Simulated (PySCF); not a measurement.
tetraantimony (Sb4), SMILES [Sb]12[Sb]3[Sb]1[Sb]23. Atoms are numbered in the order given.

```xyz
4

Sb     1.0134    -1.0134     1.0134
Sb    -1.0134    -1.0134    -1.0134
Sb    -1.0134     1.0134     1.0134
Sb     1.0134     1.0134    -1.0134
```
Charge 0, spin multiplicity 1.

Geometry optimised at B3LYP-D3(BJ)/def2-SVP. The def2 effective core potentials stand for the cores of Sb; spin–orbit coupling is left out.

Computed with ωB97X/def2-TZVP run with PySCF.

Problem. Estimate the frontier levels, gap, dipole moment and polarisability. (The exact figures need the calculation; the answer reports its results.)

Solution. 
The highest occupied level is -7.98 eV and the lowest empty level is 0.16 eV. The orbital gap comes out as 8.14 eV and the dipole moment comes out as 0.000 e·Å. The quadrupole, principal values (traceless, Buckingham form, about the centre of nuclear charge) comes out as 0.00, 0.00, 0.00 D·Å and the mean static polarisability is 175.2 bohr³ (25.96 Å³). The polarisability, principal values is 175.2, 175.2, 175.2 bohr³.
